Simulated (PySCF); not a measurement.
# ZrN(OH) + HF → FZrN + H₂O

Level: PBE0 in the def2-TZVP basis family, computed in PySCF with density fitting; scalar-relativistic core potentials for atoms from Rb on, none lighter, no spin–orbit coupling; open shells unrestricted.

```tsv
species	state and structure	ZPE (kJ/mol)	H(298 K) − H(0) (kJ/mol)	S° (J/(mol K))
ZrN(OH)	singlet, Cs, O–H 0.958 Å, Zr–N 1.705 Å, Zr–O 1.983 Å; H–O–Zr 122.6°, N–Zr–O 107.7°	41.9	12.6	281.5
HF	singlet, C∞v, H–F 0.920 Å	24.9	8.7	173.6
FZrN	singlet, Cs, Zr–F 1.960 Å, Zr–N 1.696 Å; F–Zr–N 108.8°	11.3	11.7	277.5
H₂O	singlet, C2v, O–H 0.960 Å (×2); H–O–H 105.1°	56.5	9.9	188.7
```

(1) Is the gas-phase reaction uphill or downhill in electronic energy at this level, and by how much?

(2) Add zero-point, thermal and entropy terms for 298.15 K and 1 bar.

Results:

(1) At PBE0/def2-TZVP, ΔE = -36.6 kJ/mol, downhill. 

(2) ΔZPE = 1.0 and Δ[H(298) − H(0)] = 0.3 kJ/mol give ΔH° = -35.3 kJ/mol. ΔS° = 11.1 J/(mol K), so ΔG° = -35.3 − 298.15 × (0.0111) = -39 kJ/mol and log₁₀K = 6.8.

Only the bonding shown was studied: isomers, or loss of a ligand pair, can lie lower.
